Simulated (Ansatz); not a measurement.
Consider the formal exchange of groups at a Zr–S bond: `[OH][Zr]([F])([SH])[Cl]` + `C#CNC` → `C[NH][Zr]([OH])([F])[Cl]` + `C#CS`.

Gas-phase electronic energies from Ansatz, PBE0-D4/def2-TZVP geometries. CCSD(T)/CBS adds triple-zeta CCSD(T) − MP2 to the extrapolated MP2 energy (def2 sets, frozen cores). This one scheme is used for every species. Functionals use def2-TZVPP. Elements past krypton have def2 core potentials. For Zr outer-core shells are correlated without core-valence functions, which leaves a few kJ/mol of doubt a bond. Each species was taken in one conformer, which may not be the lowest.

`[OH][Zr]([F])([SH])[Cl]`:

```xyz
7

O     1.435   -0.011   -1.150
Zr    0.194    0.084    0.269
F     0.206    1.775    1.126
S    -1.989   -0.276   -0.759
Cl    0.612   -1.563    1.894
H     2.155   -0.039   -1.775
H    -2.612    0.031    0.396
```

`C#CNC`:

```xyz
9

C    -0.319   -1.192    1.825
C     0.045   -0.812    0.742
N     0.482   -0.353   -0.435
C     0.053    0.971   -0.856
H    -0.627   -1.536    2.782
H     0.491   -1.043   -1.171
H     0.582    1.239   -1.771
H     0.320    1.691   -0.082
H    -1.027    1.036   -1.033
```

`C[NH][Zr]([OH])([F])[Cl]`:

Z-matrix (Å, degrees):
```
Zr
N 1 2.007
C 1 3.150 2 20.4
F 1 1.912 2 107.6 3 -144.4
O 1 1.909 2 106.2 3 -20.2
Cl 1 2.378 2 108.8 3 98.7
H 1 2.640 2 19.8 3 178.5
H 3 1.092 1 81.0 2 -176.5
H 3 1.096 1 121.4 2 78.4
H 3 1.096 1 124.7 2 -71.6
H 5 0.953 1 162.6 2 -175.7
```

`C#CS`:

Cartesian coordinates in Å:
```
C 0.340 -1.197 0.123
C -0.062 -0.065 0.192
S -0.670 1.485 0.418
H 0.701 -2.196 0.050
H -0.309 1.972 -0.783
```

(1) Is it downhill or uphill in electronic energy at CCSD(T)/CBS, and by how much? (Estimate.)

(2) What do these levels give: PBE0-D4, PBE0, SCS-MP2/def2-TZVPP, CCSD/def2-TZVPP, CCSD(T)/def2-TZVPP, HF/def2-QZVPP? (Estimate.)

Largest T1 diagnostic among the species: 0.017.

Results:

(1) Computed: Uphill: ΔE = +0.19 eV.

(2) Computed: PBE0-D4 0.32, PBE0 0.33, SCS-MP2/def2-TZVPP 0.15, CCSD/def2-TZVPP 0.20, CCSD(T)/def2-TZVPP 0.19, HF/def2-QZVPP 0.36 eV.

In def2-TZVPP, CCSD(T) changes the Hartree–Fock value by −0.17 eV (the triples alone add −0.01 eV) and MP2 by −0.18 eV. From PBE to PBE0 (25 % exact exchange), in def2-TZVPP and without D4, ΔE moves by +0.04 eV.
